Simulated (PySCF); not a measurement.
(2R)-but-3-ene-1,2-diamine (C₄H₁₀N₂), SMILES C(N)[C@@H](C=C)N. Atoms are numbered in the order given.

```xyz
16

C      2.2249     0.3621    -1.0228
C      1.0658     0.5445    -0.3840
C      0.1852    -0.5522     0.1622
N      0.0621    -0.5077     1.6242
C     -1.2282    -0.5378    -0.4636
N     -2.0812     0.5921    -0.1337
H      2.6156    -0.6435    -1.2141
H      2.8274     1.2021    -1.3796
H      0.7112     1.5696    -0.2055
H      0.6416    -1.5220    -0.1032
H     -0.3238     0.3978     1.8997
H      0.9891    -0.5464     2.0488
H     -1.7419    -1.4569    -0.1375
H     -1.1249    -0.5956    -1.5602
H     -1.6600     1.4817    -0.3968
H     -2.2871     0.6236     0.8636
```
Charge 0, spin multiplicity 1.

Coordinates come from a B3LYP-D3(BJ)/def2-SVP optimisation. Other conformers were not sampled.

Method: B3LYP-D3(BJ)/def2-SVP run with PySCF 2.14.0.

Frequencies are harmonic and unscaled.

Q: Estimate the vibrational spectrum. (Estimate from the structure and the level; the computed values follow.)

A: 
```csv
mode,ν (cm⁻¹),IR (km/mol),moving atoms (share of kinetic energy)
1,82,0.3,"C 41 %, H 31 %, N 29 %"
2,116,1.8,"H 42 %, C 33 %, N 25 %"
3,245,27.7,"H 46 %, N 35 %, C 19 %"
4,247,36.1,"H 81 %, N 13 %"
5,313,2.7,"H 53 %, C 30 %, N 17 %"
6,347,16.3,"H 58 %, N 24 %, C 17 %"
7,382,7.0,"C 45 %, H 36 %, N 19 %"
8,405,40.7,"H 67 %, C 23 %, N 10 %"
9,627,27.3,"H 44 %, C 43 %, N 13 %"
10,699,20.9,"H 57 %, C 41 %"
11,808,107.9,"H 45 %, C 32 %, N 23 %"
12,818,123.3,"H 55 %, C 31 %, N 14 %"
13,863,45.6,"H 59 %, N 23 %, C 18 %"
14,899,133.4,"H 68 %, C 20 %, N 13 %"
15,942,31.7,"H 73 %, C 27 %"
16,976,16.9,"H 66 %, C 29 %"
17,1031,7.7,"H 86 %, C 13 %"
18,1062,5.6,"H 48 %, C 31 %, N 21 %"
19,1086,2.9,"H 69 %, C 22 %, N 10 %"
20,1152,14.7,"C 51 %, H 31 %, N 18 %"
21,1200,1.1,"H 49 %, C 46 %"
22,1221,7.0,"H 64 %, C 30 %"
23,1291,2.4,"H 72 %, C 27 %"
24,1322,6.1,"H 75 %, C 24 %"
25,1373,3.3,"H 77 %, C 15 %"
26,1377,13.2,"H 77 %, C 22 %"
27,1386,2.9,"H 79 %, C 14 %"
28,1437,8.4,"H 81 %, C 19 %"
29,1450,4.8,"H 91 %, C 9 %"
30,1627,36.6,H 91 %
31,1632,8.6,H 91 %
32,1713,4.7,"C 87 %, H 13 %"
33,3030,6.3,H 93 %
34,3042,53.5,H 93 %
35,3090,23.6,"H 90 %, C 10 %"
36,3108,23.3,H 93 %
37,3128,3.6,H 94 %
38,3221,11.9,"H 89 %, C 11 %"
39,3476,0.4,H 96 %
40,3502,0.2,H 96 %
41,3552,1.3,"H 92 %, N 8 %"
42,3590,0.8,"H 91 %, N 9 %"
```
